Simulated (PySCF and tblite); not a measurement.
The numbers below are computed, except where a source is named.
System: C₆H₆B₂S, numbered as in [BH2:1][c:2]1[cH:3][cH:4][c:5]([BH:6][C:7]#[CH:8])[s:9]1.

Motion: rotation about the B6–C5 bond (torsion C7–B6–C5–C4 from 0° to 179°, rising). GFN2-xTB gives an electronic barrier of 5.3 kcal/mol and a reaction energy of 0.4 kcal/mol.

(1) What does B3LYP/pcSseg-1 + D3(BJ) give on GFN2-xTB geometries?

Programs: tblite and PySCF.

## Answers

(1) A barrier of 10.2 kcal/mol, 5.0 above the tight-binding barrier (from unrounded values), a reaction energy of 0.0 kcal/mol and, with GFN2-xTB thermal terms, ΔG‡(298 K) = 10.2 kcal/mol and k = 3.9×10⁵ s⁻¹ (2 equivalent paths).
